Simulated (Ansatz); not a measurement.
`[SH][Ga][Cl]` radical. Total charge 0; spin multiplicity 2. Geometry: relaxed with PBE0-D4/def2-TZVP. It is one conformer, not always the lowest.

```xyz
4

S    -0.632   -0.470   -1.375
Ga   -0.192   -0.902    0.771
Cl    0.862    0.637    1.880
H    -0.038    0.734   -1.275
```

**Question.** What is the dipole moment at ωB97M-V/def2-TZVPP? (Best estimate.)

**Answer.** The calculation gave: 1.11 D, with components (-0.50, -0.97, -0.16) D in this frame, pointing from negative to positive charge.

**Question.** And with PBE, r2SCAN, B3LYP? (Estimate.)

**Answer.** Ansatz gave: PBE 0.90 D, r2SCAN 0.97 D, B3LYP 1.06 D.

**Question.** Give the Mulliken charges with ωB97M-V, PBE, r2SCAN in def2-TZVPP. (Best estimate.)

**Answer.** Computed: 
| atom | ωB97M-V | PBE | r2SCAN |
| --- | --- | --- | --- |
| S1 | -0.24 | -0.22 | -0.24 |
| Ga2 | 0.37 | 0.34 | 0.40 |
| Cl3 | -0.26 | -0.24 | -0.28 |
| H4 | 0.13 | 0.13 | 0.12 |

B3LYP here is the variant with VWN-RPA as its local correlation; programs differ in this.
